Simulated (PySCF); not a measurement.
Job file and geometry (Å, from GFN2-xTB) of a spin–spin coupling run on `C1=CC(B)C=C1`, C5H7B, PySCF 2.14.0, density-fitted response routines, B3LYP/pcJ-1 indirect spin-spin coupling, non-relativistic, gas phase; density fitting, a coarse starting grid and PySCF grid level 2 are the driver's defaults:

```
$ OMP_NUM_THREADS=1 python probes_run.py task.json out

{"job": {"kind": "j", "xc": "B3LYP", "basis": "pcJ-1"}, "charge": 0, "multiplicity": 1}
B      1.428902     0.061264    -0.436251
C      0.449005    -0.228988     0.936348
C     -0.576251    -1.127213     0.553265
C     -1.429423    -0.497107    -0.340612
C     -0.989513     0.803453    -0.535727
C      0.181551     1.022403     0.230182
H      2.526437     0.416327    -0.222769
H      1.191220    -0.538709    -1.411328
H      1.028026    -0.319919     1.838346
H     -0.645805    -2.152793     0.871217
H     -2.267510    -0.954661    -0.834648
H     -1.432162     1.523753    -1.201678
H      0.531135     1.992676     0.535925
```

Q: Write the output of this run.

A: 
```
coarse grid: 10856 points
cycle   1  E = -219.4644400533  dE =  9.254e-01  |g| = 3.849e-01  |ddm| = 3.136e+00
cycle   2  E = -219.4489916405  dE =  1.545e-02  |g| = 4.647e-01  |ddm| = 7.829e-01
cycle   3  E = -219.5045768990  dE = -5.559e-02  |g| = 8.079e-02  |ddm| = 4.957e-01
cycle   4  E = -219.5053236558  dE = -7.468e-04  |g| = 5.753e-02  |ddm| = 1.172e-01
cycle   5  E = -219.5062137811  dE = -8.901e-04  |g| = 8.724e-03  |ddm| = 5.869e-02
cycle   6  E = -219.5062375297  dE = -2.375e-05  |g| = 2.719e-03  |ddm| = 1.111e-02
cycle   7  E = -219.5062395291  dE = -1.999e-06  |g| = 2.650e-04  |ddm| = 2.702e-03
final grid: 104856 points
cycle   8  E = -219.5525842734  dE = -1.146e-04  |g| = 6.130e-03  |ddm| = 2.505e-02
cycle   9  E = -219.5525781459  dE =  6.128e-06  |g| = 7.729e-03  |ddm| = 1.237e-02
cycle  10  E = -219.5525934362  dE = -1.529e-05  |g| = 7.671e-04  |ddm| = 7.219e-03
cycle  11  E = -219.5525934052  dE =  3.094e-08  |g| = 8.319e-04  |ddm| = 1.476e-03
cycle  12  E = -219.5525936007  dE = -1.955e-07  |g| = 1.097e-04  |ddm| = 8.246e-04
cycle  13  E = -219.5525936036  dE = -2.871e-09  |g| = 2.589e-05  |ddm| = 1.073e-04
cycle  14  E = -219.5525936037  dE = -1.440e-10  |g| = 1.038e-05  |ddm| = 2.883e-05
converged SCF energy = -219.5525936037

Indirect spin-spin couplings (Hz)
  i      j    bonds     total        FC       PSO       DSO        SD
  0 B    1 C    1      4.526     5.190    -1.254     0.229     0.361
  0 B    2 C    2     -3.035    -2.230    -0.206     0.017    -0.615
  0 B    3 C    3      3.110     2.739     0.049    -0.017     0.339
  0 B    4 C    3     -3.033    -2.229    -0.206     0.017    -0.615
  0 B    5 C    2      4.683     5.362    -1.265     0.229     0.357
  0 B    6 H    1    133.237   133.302    -1.172     0.642     0.464
  0 B    7 H    1    155.270   155.512    -1.454     0.740     0.472
  0 B    8 H    2     -3.016    -2.835     0.024    -0.221     0.016
  0 B    9 H    3      0.502     0.377     0.270    -0.357     0.212
  0 B   10 H    4     -2.091    -2.241     0.479    -0.435     0.105
  0 B   11 H    4      0.506     0.382     0.269    -0.356     0.211
  0 B   12 H    3     -3.011    -2.828     0.025    -0.224     0.016
  1 C    2 C    1     54.651    60.461    -6.054     0.245         -
  1 C    3 C    2      4.319     4.592    -0.271    -0.003         -
  1 C    4 C    2      5.161     5.562    -0.406     0.005         -
  1 C    5 C    1     28.989    32.422    -3.689     0.256         -
  1 C    6 H    2      2.137     2.204    -0.052    -0.015         -
  1 C    7 H    2      0.715     0.757     0.008    -0.050         -
  1 C    8 H    1    179.653   178.197     0.455     1.002         -
  1 C    9 H    2      7.027     7.970    -0.584    -0.359         -
  1 C   10 H    3      8.398     8.541     0.423    -0.566         -
  1 C   11 H    3      7.129     7.205     0.488    -0.563         -
  1 C   12 H    2      4.656     5.077    -0.078    -0.342         -
  2 C    3 C    1     60.719    67.676    -7.182     0.225         -
  2 C    4 C    2      5.252     5.482    -0.221    -0.008         -
  2 C    5 C    2      5.172     5.572    -0.405     0.005         -
  2 C    6 H    3      1.048     1.062     0.298    -0.313         -
  2 C    7 H    3      3.840     3.747    -0.054     0.147         -
  2 C    8 H    2      5.917     6.867    -0.580    -0.371         -
  2 C    9 H    1    174.130   173.673    -0.360     0.817         -
  2 C   10 H    2      5.155     6.379    -0.783    -0.441         -
  2 C   11 H    3      9.213     9.535     0.269    -0.592         -
  2 C   12 H    3      7.282     7.430     0.411    -0.558         -
  3 C    4 C    1     60.709    67.682    -7.198     0.225         -
  3 C    5 C    2      4.296     4.570    -0.271    -0.003         -
  3 C    6 H    4      1.144     1.188     0.299    -0.343         -
  3 C    7 H    4      1.254     1.201    -0.100     0.153         -
  3 C    8 H    3      5.979     6.154     0.389    -0.564         -
  3 C    9 H    2      5.486     6.659    -0.741    -0.432         -
  3 C   10 H    1    172.944   171.681     0.397     0.866         -
  3 C   11 H    2      5.493     6.667    -0.742    -0.433         -
  3 C   12 H    3      5.950     6.125     0.389    -0.564         -
  4 C    5 C    1     54.556    60.350    -6.038     0.245         -
  4 C    6 H    4      1.067     1.081     0.298    -0.313         -
  4 C    7 H    4      3.849     3.755    -0.054     0.148         -
  4 C    8 H    3      7.272     7.420     0.411    -0.559         -
  4 C    9 H    3      9.216     9.539     0.269    -0.592         -
  4 C   10 H    2      5.104     6.331    -0.787    -0.441         -
  4 C   11 H    1    174.258   173.801    -0.360     0.817         -
  4 C   12 H    2      5.892     6.838    -0.577    -0.369         -
  5 C    6 H    3      2.132     2.201    -0.054    -0.015         -
  5 C    7 H    3      0.719     0.763     0.006    -0.050         -
  5 C    8 H    2      4.724     5.146    -0.078    -0.343         -
  5 C    9 H    3      7.123     7.199     0.488    -0.563         -
  5 C   10 H    3      8.394     8.538     0.423    -0.566         -
  5 C   11 H    2      7.053     7.993    -0.582    -0.358         -
  5 C   12 H    1    179.516   178.056     0.458     1.002         -
  6 H    7 H    2      2.616     2.675     1.746    -1.805         -
  6 H    8 H    3      5.405     5.463    -0.076     0.018         -
  6 H    9 H    4      0.494     0.597     1.119    -1.222         -
  6 H   10 H    5     -0.504    -0.414     1.361    -1.451         -
  6 H   11 H    5      0.493     0.596     1.118    -1.222         -
  6 H   12 H    4      5.416     5.475    -0.072     0.013         -
  7 H    8 H    3      0.968     1.090     1.684    -1.807         -
  7 H    9 H    4      0.312     0.384     0.518    -0.591         -
  7 H   11 H    5      0.313     0.385     0.517    -0.589         -
  7 H   12 H    4      0.994     1.117     1.687    -1.810         -
  8 H    9 H    3      2.351     2.572     0.710    -0.931         -
  8 H   10 H    4      1.411     1.545     2.032    -2.166         -
  8 H   11 H    4      1.032     1.119     2.108    -2.195         -
  8 H   12 H    3      0.760     0.877     0.744    -0.861         -
  9 H   10 H    3      4.475     4.727     0.730    -0.982         -
  9 H   11 H    4      1.052     1.257     2.000    -2.205         -
  9 H   12 H    4      1.016     1.104     2.108    -2.196         -
 10 H   11 H    3      4.487     4.740     0.730    -0.983         -
 10 H   12 H    4      1.408     1.542     2.032    -2.166         -
 11 H   12 H    3      2.334     2.555     0.708    -0.928         -
```

Size and cost of the density-fitted run: 232 basis functions, 57 s wall time on 1 thread of an Arm Neoverse N1, shared host; peak memory 0.92 GiB.
